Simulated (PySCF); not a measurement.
## Zinc: a sound run and one with changed settings

Sound run: Zn⁺ [Ar] 3d10 4s1, Zn²⁺ [Ar] 3d10. All numbers are calculated (PySCF 2.14, the non-relativistic Hamiltonian (point nucleus), in def2-SVP). In the sound run the correlated levels freeze [Ar]. The sound run starts from symmetry-adapted Hartree-Fock orbitals and uses a fine grid where one is needed.

Changed run: a valence shell is frozen. This setting is unsound on purpose.

Ionisation energy of Zn⁺:

```
 method  sound run (eV)  changed run (eV)
    UHF          16.432            16.432
    MP2          16.785            16.432
SCS-MP2          16.736            16.432
   CCSD          16.755            16.432
CCSD(T)          16.777            16.432
  CCSDT             n/a            16.432
    FCI             n/a            16.432
```

Freezing a valence shell removes pair correlation that changes on ionisation.

For comparison, NIST gives 17.964 eV between the lowest levels.
